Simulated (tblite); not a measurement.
Input of a run (GFN2-xTB geometry optimisation, gas phase (tblite 0.8.0)), started from a force field or distance geometry:
```
{"job": {"kind": "relax", "xc": "GFN2-xTB", "basis": "xTB"}, "charge": 0, "multiplicity": 1}
F     -3.447600    -0.441700    -1.012200
Si    -3.097600     0.319800     0.345600
O     -1.430800     0.341000     0.492500
C     -0.754500    -0.857200     0.217400
O      0.637600    -0.727400     0.522700
C      1.295200     0.159400    -0.404600
Si     3.139000     0.415400    -0.125900
H     -3.662300    -0.439700     1.494500
H     -3.621700     1.694100     0.319200
H     -0.880800    -1.181100    -0.814600
H     -1.125000    -1.667400     0.877300
H      1.160800    -0.231900    -1.416100
H      0.815900     1.145600    -0.341400
H      3.881500    -0.873900    -0.248300
H      3.676200     1.351800    -1.146500
H      3.406500     1.002200     1.229000
```

Output (eV, eV/Å):
```
step      E/eV     max force
  0    -688.34099    1.909
  1    -688.48406    0.795
  2    -688.52680    0.430
  3    -688.54380    0.316
  4    -688.56438    0.326
  5    -688.57759    0.340
  6    -688.60024    0.409
  7    -688.61618    0.314
  8    -688.62757    0.268
  9    -688.63516    0.218
 10    -688.64255    0.216
 11    -688.65025    0.235
 12    -688.65753    0.208
 13    -688.66340    0.185
 14    -688.66843    0.186
 15    -688.67296    0.144
 16    -688.67649    0.150
 17    -688.67917    0.137
 18    -688.68170    0.143
 19    -688.68479    0.137
 20    -688.68854    0.160
 21    -688.69226    0.158
 22    -688.69532    0.143
 23    -688.69774    0.118
 24    -688.69972    0.120
 25    -688.70111    0.092
 26    -688.70190    0.066
 27    -688.70242    0.057
 28    -688.70288    0.049
 29    -688.70325    0.047
 30    -688.70346    0.036
 31    -688.70359    0.037
 32    -688.70373    0.033
 33    -688.70394    0.048
 34    -688.70424    0.058
 35    -688.70455    0.047
 36    -688.70482    0.033
 37    -688.70502    0.033
 38    -688.70516    0.026
 39    -688.70525    0.022
 40    -688.70532    0.023
 41    -688.70539    0.025
 42    -688.70548    0.025
 43    -688.70560    0.029
 44    -688.70571    0.021
 45    -688.70578    0.017
 46    -688.70582    0.015
 47    -688.70586    0.018
 48    -688.70591    0.017
 49    -688.70596    0.018
 50    -688.70601    0.018
 51    -688.70604    0.016
 52    -688.70607    0.014
 53    -688.70610    0.015
 54    -688.70613    0.015
 55    -688.70618    0.018
 56    -688.70623    0.021
 57    -688.70629    0.019
 58    -688.70635    0.024
 59    -688.70645    0.033
 60    -688.70658    0.039
 61    -688.70671    0.033
 62    -688.70680    0.019
 63    -688.70687    0.019
 64    -688.70695    0.025
 65    -688.70704    0.027
 66    -688.70714    0.024
 67    -688.70722    0.022
 68    -688.70729    0.024
 69    -688.70740    0.034
 70    -688.70755    0.039
 71    -688.70768    0.032
 72    -688.70776    0.021
 73    -688.70782    0.020
 74    -688.70788    0.022
 75    -688.70795    0.020
 76    -688.70801    0.018
 77    -688.70805    0.017
 78    -688.70810    0.018
 79    -688.70815    0.015
 80    -688.70819    0.011
 81    -688.70822    0.010
 82    -688.70823    0.011
 83    -688.70826    0.013
 84    -688.70832    0.022
 85    -688.70842    0.031
 86    -688.70857    0.035
 87    -688.70872    0.029
 88    -688.70883    0.026
 89    -688.70892    0.026
 90    -688.70901    0.021
 91    -688.70913    0.019
 92    -688.70922    0.019
 93    -688.70929    0.018
 94    -688.70934    0.013
 95    -688.70937    0.012
 96    -688.70939    0.014
 97    -688.70941    0.015
 98    -688.70945    0.016
 99    -688.70949    0.011
100    -688.70951    0.011
101    -688.70952    0.010
```

Summarise the run.

The energy falls by 0.369 eV over 101 L-BFGS steps, the largest force on an atom goes from 1.91 to 0.010 eV/Å, and the atoms move by 0.253 Å rms after alignment. The bond that changes most is Si2–O3 (fluorine-bound silicon to silyl ether oxygen), which shortens by 0.068 Å. Bonds longer at the end by more than 0.005 Å: 4 of 15; shorter: 10. Among the angles that change most is Si2–O3–C4, from 116.9° to 132.0°. Among the dihedrals that turn most is H8–Si2–O3–C4, from 73° to 55°. The energy never rose by more than 1e-5 eV on the way. The first step brought 39 % of the lowering.

What are the final bond lengths?

F1–Si2 1.612 Å, Si2–O3 1.606 Å, O3–C4 1.394 Å, C4–O5 1.374 Å, O5–C6 1.426 Å, C6–Si7 1.904 Å, Si2–H8 1.453 Å, Si2–H9 1.444 Å, C4–H10 1.106 Å, C4–H11 1.097 Å, C6–H12 1.098 Å, C6–H13 1.095 Å, Si7–H14 1.462 Å, Si7–H15 1.467 Å, Si7–H16 1.461 Å. Numbering counts from 1 in the input's order; the species is `F[SiH2]OCOC[SiH3]`.

Time: 1.1 s. Hardware: Arm Neoverse N1, one thread, no GPU (shared host).

Its lowest GFN2-xTB frequency is 10 cm⁻¹, too small to tell a flat minimum from a shallow saddle. The numbers are those of one conformer. 3 starts were optimised and ended at 0.00, 0.16 and 1.37 kcal/mol (GFN2-xTB); the lowest of these is shown.

All values are computed, not measured.
